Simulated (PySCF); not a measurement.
SMILES [CH]([Ga]([CH3])[O]C)=C at its GFN2-xTB optimised geometry (Å):

```
15

Ga    -0.8128     0.4793     0.0000
C     -2.1465     2.0281     0.0000
H     -2.8173     1.9234     0.8545
H     -2.7475     1.9877    -0.9101
H     -1.6456     2.9946     0.0534
C      1.2301     0.4793     0.0000
C      1.9179    -0.6513    -0.0345
H      1.7512     1.4323     0.0274
H      3.0008    -0.6850    -0.0360
H      1.4147    -1.6102    -0.0639
O     -1.6176    -1.0467     0.0002
C     -1.9939    -2.4016     0.0116
H     -1.3056    -2.9946     0.6200
H     -3.0008    -2.4975     0.4284
H     -1.9962    -2.8010    -1.0065
```

Method: PBE0/def2-TZVP (PySCF 2.14.0). Cells within 0.4 Å of a nucleus heavier than hydrogen are left out (blank, or x).

Map of the electrostatic potential (hartree/e), clipped to [-0.08, 0.12] on the plane z = 0.0 Å:

```
|33333333333333333333333333333|
|33333333333333333333333333333|
|33322223333333333333333333333|
|33222222333333333333333333333|
|32222222345543333333333333333|
|32222222499954333333333333333|
|32222224899964333333333333333|
|32222249999953333444433333333|
|22222379xx9944444466543333333|
|22222399xx9976544799743333333|
|22222379999999966999953333333|
|22222248999999999999943333333|
|222222236999x9999x99743333333|
|22222212599xx9999xx9954433333|
|22222111399999999999999643333|
|2222210029999998999x999964333|
|2222210089x9996589xx999964333|
|222222129xx983348999999954333|
|32222337999941249999965543333|
|33333599999942349999543333333|
|33334899xx9963345885433333333|
|333348999x9963334444333333333|
|33333579999964333333333333333|
|33333345777643333333333333333|
|33333333444433333333333333333|
|33333333333333333333333333333|
|33333333333333333333333333333|
|33333333333333333333333333333|
|33333333333333333333333333333|
```
Scale: ten equal steps from -0.057 (start of '0') to 0.120 (end of '9'), in the order '0123456789'; x runs from -5.50 to 5.50, y from -5.50 (bottom) to 5.50 (top).
